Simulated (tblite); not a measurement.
Record of a relaxation.

Compound: C₄H₃BrF₄O.
Atom-mapped SMILES: `[O:1]=[C:2]([Br:3])[C@@H:4]([F:5])[CH2:6][C:7]([F:8])([F:9])[F:10]` (hydrogens: H11 on C4; H12, H13 on C6)

Computed with GFN2-xTB (tblite), gas phase: L-BFGS steps from a force-field or distance-geometry start until the largest atomic force falls under 0.01 eV/Å. 10 of its 41 geometries are shown.

Step 0: E = -1010.8841 eV, largest atomic force 5.548 eV/Å
```
atom  x, y, z in Å  |  force x, y, z in eV/Å
O1      1.616    0.562    1.885   -0.321   0.399  -4.630
C2      1.474    0.547    0.644    0.961   0.275   5.457
Br3     2.039    2.050   -0.408   -0.153  -0.380  -0.013
C4      0.897   -0.643   -0.031    0.261  -0.976   0.350
F5      0.590   -1.554    0.988    0.350   0.399  -0.810
C6     -0.352   -0.338   -0.796   -1.199  -0.186  -0.801
C7     -1.453    0.227    0.074   -1.195   0.052   1.386
F8     -1.072    1.400    0.704   -0.711  -1.496  -0.722
F9     -1.831   -0.693    1.059    0.337   1.664  -1.362
F10    -2.595    0.504   -0.654    1.469  -0.263   0.971
H11     1.619   -1.159   -0.697   -0.040   0.259   0.259
H12    -0.194    0.398   -1.594    0.147  -0.279  -0.020
H13    -0.742   -1.300   -1.192    0.095   0.530  -0.066
```

Step 4: E = -1011.3509 eV, largest atomic force 0.668 eV/Å
```
atom  x, y, z in Å  |  force x, y, z in eV/Å
O1      1.628    0.593    1.867    0.207   0.207   0.600
C2      1.488    0.535    0.708   -0.059  -0.017  -0.294
Br3     2.032    2.032   -0.417   -0.061  -0.212  -0.148
C4      0.894   -0.654   -0.028    0.087   0.001   0.101
F5      0.604   -1.556    0.961    0.042  -0.234  -0.125
C6     -0.379   -0.340   -0.805    0.106  -0.098  -0.137
C7     -1.467    0.218    0.090   -0.087   0.038   0.005
F8     -1.099    1.356    0.690    0.010   0.051   0.087
F9     -1.833   -0.640    1.035   -0.137  -0.005   0.186
F10    -2.562    0.501   -0.624   -0.114   0.043  -0.076
H11     1.625   -1.144   -0.688    0.070   0.223   0.039
H12    -0.188    0.384   -1.599    0.030  -0.077  -0.059
H13    -0.748   -1.285   -1.207   -0.092   0.078  -0.180
```

Step 9: E = -1011.4114 eV, largest atomic force 0.229 eV/Å
```
atom  x, y, z in Å  |  force x, y, z in eV/Å
O1      1.671    0.645    1.907   -0.053  -0.076  -0.209
C2      1.484    0.536    0.752   -0.082  -0.087   0.095
Br3     2.013    1.963   -0.464   -0.005  -0.051  -0.095
C4      0.897   -0.655   -0.002   -0.112   0.012  -0.024
F5      0.622   -1.626    0.920    0.055  -0.046  -0.020
C6     -0.379   -0.347   -0.806   -0.049   0.051   0.112
C7     -1.484    0.219    0.093    0.065   0.003  -0.047
F8     -1.104    1.353    0.701   -0.019  -0.007  -0.068
F9     -1.866   -0.619    1.057    0.009   0.015  -0.128
F10    -2.574    0.509   -0.630    0.062   0.002   0.037
H11     1.658   -1.075   -0.678    0.026   0.135   0.041
H12    -0.175    0.364   -1.612    0.004   0.028   0.170
H13    -0.768   -1.267   -1.256    0.098   0.019   0.136
```

Step 13: E = -1011.4256 eV, largest atomic force 0.086 eV/Å
```
atom  x, y, z in Å  |  force x, y, z in eV/Å
O1      1.675    0.643    1.904   -0.036   0.016   0.066
C2      1.466    0.527    0.756    0.031   0.007  -0.025
Br3     2.006    1.933   -0.496   -0.016  -0.032  -0.016
C4      0.886   -0.657    0.007    0.052  -0.004   0.001
F5      0.635   -1.655    0.906    0.029   0.004  -0.025
C6     -0.382   -0.344   -0.791    0.033  -0.027  -0.042
C7     -1.485    0.224    0.091   -0.015  -0.012   0.001
F8     -1.104    1.360    0.694   -0.040  -0.001   0.016
F9     -1.874   -0.619    1.045   -0.018   0.013   0.043
F10    -2.571    0.514   -0.634    0.002   0.043  -0.031
H11     1.670   -1.031   -0.670   -0.020  -0.017  -0.043
H12    -0.170    0.371   -1.587    0.022   0.082   0.015
H13    -0.757   -1.264   -1.244   -0.023  -0.073   0.039
```

Step 18: E = -1011.4282 eV, largest atomic force 0.055 eV/Å
```
atom  x, y, z in Å  |  force x, y, z in eV/Å
O1      1.665    0.647    1.908   -0.022   0.030  -0.014
C2      1.468    0.526    0.758   -0.012  -0.037  -0.002
Br3     2.003    1.922   -0.504    0.018   0.013   0.008
C4      0.892   -0.659    0.006    0.003  -0.006  -0.013
F5      0.645   -1.662    0.900    0.029  -0.001  -0.014
C6     -0.381   -0.345   -0.790    0.017   0.001   0.030
C7     -1.487    0.224    0.092    0.017   0.005  -0.002
F8     -1.110    1.361    0.696   -0.005   0.000   0.012
F9     -1.880   -0.616    1.047   -0.031   0.014  -0.010
F10    -2.568    0.520   -0.641    0.012  -0.012   0.002
H11     1.670   -1.028   -0.680   -0.016  -0.008  -0.011
H12    -0.167    0.382   -1.576   -0.022  -0.049   0.012
H13    -0.755   -1.272   -1.233    0.012   0.049   0.001
```

Step 22: E = -1011.4297 eV, largest atomic force 0.033 eV/Å
```
atom  x, y, z in Å  |  force x, y, z in eV/Å
O1      1.650    0.657    1.909   -0.017  -0.011  -0.008
C2      1.469    0.523    0.758    0.000   0.019  -0.020
Br3     2.007    1.917   -0.507    0.027   0.012   0.003
C4      0.899   -0.662    0.003   -0.003  -0.004   0.014
F5      0.660   -1.670    0.893    0.019  -0.021   0.008
C6     -0.378   -0.345   -0.780    0.001  -0.009  -0.015
C7     -1.488    0.227    0.095    0.005  -0.006   0.010
F8     -1.114    1.363    0.702   -0.008   0.002   0.006
F9     -1.893   -0.611    1.047   -0.010  -0.002   0.008
F10    -2.562    0.521   -0.649    0.014   0.008   0.004
H11     1.668   -1.029   -0.694   -0.004   0.020   0.016
H12    -0.169    0.379   -1.569    0.005   0.010  -0.021
H13    -0.752   -1.268   -1.226   -0.027  -0.018  -0.005
```

Step 27: E = -1011.4303 eV, largest atomic force 0.032 eV/Å
```
atom  x, y, z in Å  |  force x, y, z in eV/Å
O1      1.640    0.659    1.907   -0.003   0.010   0.005
C2      1.467    0.525    0.754   -0.014  -0.016   0.009
Br3     2.016    1.918   -0.507    0.011  -0.010   0.005
C4      0.900   -0.664    0.003    0.007   0.009  -0.013
F5      0.670   -1.676    0.892    0.001   0.029  -0.014
C6     -0.379   -0.347   -0.778    0.007  -0.010   0.002
C7     -1.488    0.227    0.098   -0.001   0.000  -0.012
F8     -1.117    1.363    0.706    0.011  -0.011   0.002
F9     -1.899   -0.610    1.048    0.006   0.000  -0.005
F10    -2.558    0.524   -0.651   -0.016   0.008   0.005
H11     1.669   -1.026   -0.697    0.006   0.007  -0.002
H12    -0.169    0.378   -1.568   -0.007  -0.020   0.012
H13    -0.757   -1.270   -1.224   -0.008   0.005   0.006
```

Step 31: E = -1011.4306 eV, largest atomic force 0.023 eV/Å
```
atom  x, y, z in Å  |  force x, y, z in eV/Å
O1      1.632    0.662    1.907   -0.013  -0.001   0.006
C2      1.464    0.525    0.755    0.012   0.013  -0.001
Br3     2.025    1.916   -0.505    0.003  -0.008   0.000
C4      0.902   -0.663    0.000   -0.002   0.002   0.007
F5      0.677   -1.675    0.889   -0.008  -0.011   0.006
C6     -0.381   -0.349   -0.777   -0.004   0.008  -0.004
C7     -1.489    0.227    0.098    0.004  -0.002   0.005
F8     -1.115    1.360    0.708    0.011   0.002  -0.006
F9     -1.901   -0.610    1.048   -0.005  -0.008  -0.006
F10    -2.558    0.528   -0.651    0.003   0.000   0.014
H11     1.672   -1.022   -0.700   -0.005   0.008  -0.008
H12    -0.171    0.373   -1.568   -0.007   0.005  -0.021
H13    -0.763   -1.271   -1.222    0.012  -0.009   0.008
```

Step 36: E = -1011.4309 eV, largest atomic force 0.021 eV/Å
```
atom  x, y, z in Å  |  force x, y, z in eV/Å
O1      1.618    0.665    1.909    0.001   0.009  -0.002
C2      1.463    0.528    0.755   -0.017  -0.011   0.004
Br3     2.038    1.911   -0.504    0.005   0.004  -0.002
C4      0.903   -0.661   -0.002    0.000   0.003  -0.001
F5      0.681   -1.675    0.887   -0.003   0.002  -0.017
C6     -0.382   -0.350   -0.778    0.008  -0.006  -0.003
C7     -1.488    0.226    0.099    0.001   0.002  -0.004
F8     -1.108    1.357    0.710   -0.004  -0.004   0.014
F9     -1.904   -0.613    1.045    0.014   0.007   0.009
F10    -2.558    0.533   -0.647    0.000   0.007  -0.007
H11     1.673   -1.014   -0.705   -0.009  -0.004   0.009
H12    -0.176    0.368   -1.573   -0.007  -0.006   0.001
H13    -0.764   -1.276   -1.215    0.012  -0.003  -0.003
```

Step 40: E = -1011.4311 eV, largest atomic force 0.010 eV/Å
```
atom  x, y, z in Å  |  force x, y, z in eV/Å
O1      1.613    0.668    1.910   -0.005   0.000  -0.001
C2      1.461    0.528    0.756    0.002   0.008  -0.005
Br3     2.043    1.910   -0.504   -0.003  -0.003   0.002
C4      0.902   -0.659   -0.002    0.001  -0.001   0.000
F5      0.681   -1.676    0.883   -0.007  -0.004  -0.001
C6     -0.383   -0.351   -0.779   -0.001   0.000   0.001
C7     -1.488    0.226    0.099    0.003   0.000   0.002
F8     -1.106    1.356    0.713   -0.001   0.002   0.000
F9     -1.903   -0.613    1.045    0.002   0.000  -0.001
F10    -2.557    0.536   -0.645    0.004   0.000   0.003
H11     1.672   -1.012   -0.705    0.006  -0.001   0.000
H12    -0.179    0.366   -1.576    0.001   0.000   0.002
H13    -0.761   -1.279   -1.213   -0.002   0.000  -0.001
```

**Question.** Summarise the path.

**Answer.** The energy falls by 52.77 kJ/mol from step 0 to step 40; nine tenths of that is first reached at step 6. It falls at every step. The largest force goes from 5.548 to 0.010 eV/Å. Among the bonds O1=C2 changes most, from 1.250 to 1.173 Å; the atoms move by 0.103 Å rms after alignment.

**Question.** Follow the three bonds and two angles with the largest change from start to end.

**Answer.** 
```csv
step,E above end (kJ/mol),largest force (eV/Å),O1=C2 (Å),C7–F9 (Å),C7–F8 (Å),Br3–C2–C4 (°),O1–C2–C4 (°)
0,52.77,5.548,1.250,1.400,1.385,119.5,120.3
2,12.83,1.559,1.191,1.336,1.346,117.5,121.9
3,10.06,0.678,1.180,1.330,1.343,116.7,122.8
5,6.45,0.646,1.168,1.327,1.337,114.7,125.5
7,3.27,0.233,1.174,1.332,1.338,112.4,128.2
9,1.90,0.229,1.176,1.333,1.342,111.6,128.2
10,1.39,0.188,1.175,1.333,1.343,111.4,128.1
12,0.67,0.107,1.172,1.331,1.342,110.8,128.7
14,0.45,0.071,1.172,1.331,1.341,110.3,129.2
16,0.34,0.064,1.173,1.331,1.341,110.1,129.2
17,0.30,0.048,1.173,1.331,1.341,110.0,129.1
19,0.23,0.055,1.173,1.331,1.341,109.9,129.1
21,0.15,0.046,1.173,1.331,1.341,109.8,129.4
23,0.12,0.030,1.173,1.331,1.341,109.8,129.5
24,0.11,0.030,1.173,1.331,1.341,109.9,129.4
26,0.09,0.025,1.173,1.331,1.341,110.0,129.2
28,0.07,0.029,1.173,1.331,1.341,110.1,129.2
30,0.05,0.019,1.173,1.331,1.341,110.1,129.3
31,0.05,0.023,1.173,1.331,1.341,110.0,129.3
33,0.03,0.028,1.173,1.331,1.341,110.0,129.2
35,0.02,0.022,1.173,1.331,1.341,110.0,129.2
37,0.01,0.019,1.173,1.331,1.341,110.0,129.2
38,0.00,0.017,1.173,1.331,1.341,109.9,129.3
40,0.00,0.010,1.173,1.331,1.341,109.9,129.3
```
